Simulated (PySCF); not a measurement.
B(F)(OH)(OEt) (C2H6BFO2), SMILES CCOB(O)F.

Geometry optimised at PBE0-D3(BJ)/def2-SVP. One conformer was computed; it need not be the lowest.

Vertical ionisation energy (IE) and electron affinity (EA) in eV. Rows of orbital energies are one-electron estimates. Where ΔSCF, EOM or ADC give a negative EA the extra electron is unbound and the value depends on the basis.

| level | IE | EA |
|---|---|---|
| −ε(HOMO), −ε(LUMO), CAM-B3LYP/def2-TZVP (PySCF) | (withheld) | (withheld) |
| −ε(HOMO), −ε(LUMO), PBE/def2-TZVP (PySCF) | 7.17 | 0.16 |

### Question
Complete the blanks. (An estimate is asked for; the answer gives what the named calculation found.)

### Answer

- −ε(HOMO), −ε(LUMO), CAM-B3LYP/def2-TZVP (PySCF), IE: 10.22
- −ε(HOMO), −ε(LUMO), CAM-B3LYP/def2-TZVP (PySCF), EA: -1.38
